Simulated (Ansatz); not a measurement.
## Ansatz (development build ahead of 0.2.0) run

```yaml
crystal:
  periodic: [false, false, false]
  atoms:
    - { symbol: Sc, position_ang: [0.0, 0.0, 0.0] }
basis:
  gaussian: { orbitals: def2-SVP }
total_charge: 1
magnetization:
  spin_polarized: true
  initial_magnetization: 2
hamiltonian:
  xc: pbe0
output:
  forces: true
```

The input is written out in the form of the current development build from the run's settings.

Output:

```
Converged                       : yes
Total energy                    : -760.09163 hartree
Spin squared of the determinant : 2.000
Stability test                  : minimum
```

Forces (eV/Å):
```
atom     Fx     Fy     Fz
 Sc1  0.000  0.000  0.000
```
